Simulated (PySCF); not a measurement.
C6H5ClO2S.
Geometry (GFN2-xTB, Å), atoms numbered from 1 in this order:
```
atom  x, y, z in Å
C1    -2.1806   -0.8936    0.2956
O2    -0.7845   -1.0895    0.2173
C3    -0.0100   -0.0253   -0.0009
C4    -0.4186    1.3171   -0.1804
C5     0.6347    2.1574   -0.3831
S6     2.1464    1.3695   -0.3652
C7     1.3780   -0.1585   -0.0765
C8     2.1128   -1.3738    0.0619
O9     1.7169   -2.4774    0.2610
Cl10   3.8774   -1.0828   -0.1044
H11   -2.4420   -0.2224    1.1189
H12   -2.6026   -1.8791    0.4816
H13   -2.5807   -0.4975   -0.6423
H14   -1.4409    1.6474   -0.1619
H15    0.5892    3.2165   -0.5437
```

Computed at PBE0/pcSseg-1 (PySCF, non-relativistic), with Q(17O) = −0.0256 b, Q(33S) = −0.0678 b, Q(35Cl) = −0.0817 b: O2, 17O (I = 5/2): χzz = -11.52 MHz, η = 0.567; S6, 33S (I = 3/2): χzz = -30.20 MHz, η = 0.627; O9, 17O (I = 5/2): χzz = 8.778 MHz, η = 0.257; Cl10, 35Cl (I = 3/2): χzz = -60.67 MHz, η = 0.180.

Problem. Find the zero-field quadrupole resonance frequencies of 17O at O2.

Solution. From the eigenvalues of H = χ/[4I(2I − 1)] × [3Iz² − I(I + 1) + η(Ix² − Iy²)], steps between neighbouring levels, labelled as for η = 0: ±1/2↔±3/2 2.251 MHz, ±3/2↔±5/2 3.274 MHz (aryl ether oxygen).

Problem. Where would the pure quadrupole (NQR) lines of 33S at S6 fall for the rigid, isolated species?

Solution. From ν = (|χ|/2)√(1 + η²/3): ν = 16.06 MHz (thiophene-type sulfur).

Problem. Find the zero-field quadrupole resonance frequencies of 17O at O9.

Solution. From the eigenvalues of H = χ/[4I(2I − 1)] × [3Iz² − I(I + 1) + η(Ix² − Iy²)], steps between neighbouring levels, labelled as for η = 0: ±1/2↔±3/2 1.409 MHz, ±3/2↔±5/2 2.599 MHz (carbonyl oxygen).

Problem. Find the zero-field quadrupole resonance frequencies of 35Cl at Cl10.

Solution. From ν = (|χ|/2)√(1 + η²/3): ν = 30.50 MHz (chlorine bonded to C). For 37Cl the ratio of quadrupole moments, 0.7881, gives 24.04 MHz.

Problem. Apply the simplest Townes–Dailey estimate (no s hybridisation, no π bonding), ionic character = 1 − χzz/χ0, where χ0 is the coupling for one missing p electron along the bond: −109.74 MHz for 35Cl.

Solution. Cl10 on C8: 1 − (-60.67)/(-109.74) = 0.45. In this model a purely covalent bond gives χ0 and a free halide ion gives zero; s hybridisation or π bonding, where present, is counted here as ionic character.

In a crystal, neighbours and librations shift these lines. GFN2-xTB bond lengths can be off by several hundredths of an ångström, more for odd bonds, and the gradients follow them. A larger basis could move these couplings by a tenth or more.

One conformer stands for the species.
